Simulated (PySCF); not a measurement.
Compound: CH7F2PSi2.
Geometry (GFN2-xTB, Å), atoms numbered from 1 in this order:
```
atom  x, y, z in Å
F1    -1.1060    1.1735   -1.2771
C2    -1.9390    0.3916   -0.4925
Si3   -0.8977   -0.9071    0.4767
F4    -1.6684   -1.0003    1.9001
Si5    1.2398   -0.0858    0.8249
P6     2.3758   -0.2049   -1.1028
H7    -2.6744   -0.0427   -1.1736
H8    -2.4583    1.0809    0.1788
H9    -1.1562   -2.2266   -0.0926
H10    1.9968   -0.9096    1.7787
H11    1.2231    1.2751    1.3901
H12    1.6757    0.8068   -1.7290
H13    3.3845    0.6495   -0.6995
```

Method: PySCF, TDDFT B3LYP/def2-SVPD, vertical, gas phase, core orbitals frozen in the response.

Transition dipole moments from the ground state, in atomic units and in the frame of the coordinates above (overall signs are arbitrary), for the states with f of 0.002 or more among the lowest 7:

```
state  E (eV)      μx      μy      μz
   S1   5.285   0.215  -0.107  -0.356
   S2   5.952   0.170  -0.093   0.209
   S3   6.060   0.114   0.049  -0.228
   S4   6.466  -0.015   0.110  -0.133
   S5   6.539   0.166   0.147  -0.207
   S6   6.699   0.551  -0.128  -0.711
   S7   6.852  -0.337   0.365  -0.061
```

Task: Work out the oscillator strengths.

Result: f = (2/3) ΔE |μ|² with ΔE in hartree (27.2114 eV).

| state | \|μ\|² (au) | \|μ\| (D) | f |
| --- | --- | --- | --- |
| S1 | 0.184 | 1.09 | 0.024 |
| S2 | 0.081 | 0.72 | 0.012 |
| S3 | 0.067 | 0.66 | 0.010 |
| S4 | 0.030 | 0.44 | 0.005 |
| S5 | 0.092 | 0.77 | 0.015 |
| S6 | 0.824 | 2.31 | 0.135 |
| S7 | 0.251 | 1.27 | 0.042 |

Task: Which bond between heavy atoms lies closest to the direction of the S6 transition dipole?

Result: Si5–P6, at 9° from it; next Si3–F4 at 15°.

Task: What angle do the transition dipoles of S6 and S7 make?

Result: |cos θ| = |μa·μb| / (|μa| |μb|) = 0.42, so θ ≈ 65° (taken between 0 and 90°, since the signs are arbitrary).

Task: What peak molar absorption coefficient would the strongest computed level give as a lone Gaussian band 0.3 eV wide at half height?

Result: ε(max) = 2.175×10⁸ f / FWHM, with the width in cm⁻¹. S6: 2.175×10⁸ × 0.1353 / 2420 ≈ 12000 L mol⁻¹ cm⁻¹.

One conformer stands for the species.
